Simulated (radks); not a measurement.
Question: Coherent X-ray form factor from a spherical all-electron density. Calculated with a radial shooting solver on a logarithmic mesh with Libxc functionals: Dirac Kohn-Sham, PBE, spin-unpolarised, spherical densities, finite nucleus; Fermi nuclear charge, rms radius of each element as measured or else 0.836 A^(1/3) + 0.57 fm.

sin(theta)/lambda (1/angstrom),f0 (electrons)
0.05,57.504
0.1,54.321
0.15,50.908
0.2,47.542
0.25,44.272
0.3,41.219
0.4,36.014
0.5,31.844
0.6,28.359
0.8,22.893
1,19.199
1.25,16.244
1.5,14.032
2,10.167

The species is in the configuration that NIST lists as its ground one. Which atom or ion scatters so?

Answer: Neutral praseodymium, [Xe] 4f3 6s2. Extrapolating in s^2 from the first two rows gives f0(0) = 58.6, near the electron count 59; among species with that count, the fall with angle is slower the higher Z, and the table is that of Z = 59; from so few rows the species is fixed only to a neighbour or two.
